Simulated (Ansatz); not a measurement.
A nudged elastic band was laid between two geometries of CH4OZn + H2 (9 atoms, charge 0, multiplicity 1).

The calculation used UKS PBE0-D4/def2-SVP in Ansatz 0.2.0.

```
movable images  : 9
climbing image  : yes
spring          : 5.0 eV/Å²
optimiser       : quadratic models (default)
start path      : through a guess of the saddle point
force threshold : 0.5 eV/Å
iteration limit : 60
end points      : relaxed
```

Initial state:

```xyz
9
Properties=species:S:1:pos:R:3
Zn 0.550 0.126 -0.187
O 0.029 0.939 -1.689
C 1.127 -0.863 1.362
H -2.252 0.592 -1.517
H -3.005 0.530 -1.390
H -0.180 1.875 -1.616
H 2.203 -1.091 1.308
H 0.947 -0.293 2.287
H 0.581 -1.816 1.442
```

Final state:

```xyz
9
Properties=species:S:1:pos:R:3
Zn -0.945 -0.499 0.068
O -0.378 1.305 -1.126
C 0.736 -0.730 1.057
H -0.855 1.451 -1.951
H -2.387 -0.678 -0.524
H 0.553 1.469 -1.315
H 1.602 -0.828 0.378
H 0.941 0.135 1.713
H 0.732 -1.626 1.698
```

Q: What changes between the two ends?

A: Bonds broken: H4–H5. Bonds formed: Zn1–H5, O2–H4. CH4OZn + H2 becomes CH6OZn.

Q: Give the energies along the band, and the barrier.

A: The run converged. The highest image is number 4 of 0 to 10, 76.7 kJ/mol above the first end and 89.2 kJ/mol above the last; the last end lies 12.5 kJ/mol below the first. The threshold of 0.5 eV/Å is loose, so the images may lie well off the minimum-energy path. The order of the stationary point at the top wasn't checked. The orbitals were unrestricted but ended closed-shell.

| image | path coordinate (Å) | energy (kJ/mol) | H4–H5 (Å) | Zn1–H5 (Å) | O2–H4 (Å) |
| --- | --- | --- | --- | --- | --- |
| 0 | 0.00 | 0.0 | 0.77 | 3.78 | 2.31 |
| 1 | 0.61 | 0.5 | 0.77 | 3.50 | 2.34 |
| 2 | 1.21 | 3.1 | 0.77 | 3.07 | 2.23 |
| 3 | 1.82 | 21.8 | 0.78 | 2.46 | 1.83 |
| 4 | 2.42 | 76.7 | 0.94 | 1.96 | 1.31 |
| 5 | 2.95 | 28.8 | 1.41 | 1.66 | 1.00 |
| 6 | 3.49 | -0.9 | 1.89 | 1.59 | 0.97 |
| 7 | 4.03 | -6.5 | 2.31 | 1.58 | 0.97 |
| 8 | 4.56 | -9.4 | 2.59 | 1.57 | 0.96 |
| 9 | 5.10 | -12.0 | 2.83 | 1.57 | 0.96 |
| 10 | 5.64 | -12.5 | 2.99 | 1.57 | 0.96 |

Q: What is the geometry of the highest image?

A: 
```xyz
9
Properties=species:S:1:pos:R:3
Zn -0.157 0.003 -0.180
O -0.368 1.059 -1.774
C 0.868 -0.825 1.248
H -1.521 0.670 -1.279
H -2.039 0.121 -0.723
H -0.034 1.954 -1.908
H 1.940 -0.839 0.989
H 0.759 -0.278 2.199
H 0.551 -1.864 1.428
```

The band took 10 iterations and of the order of 4 core-minutes.

Time of the run: 120 s on 2 threads of AMD EPYC 9R45 96-Core Processor (Zen 5) (shared host), peak memory 0.28 GiB.
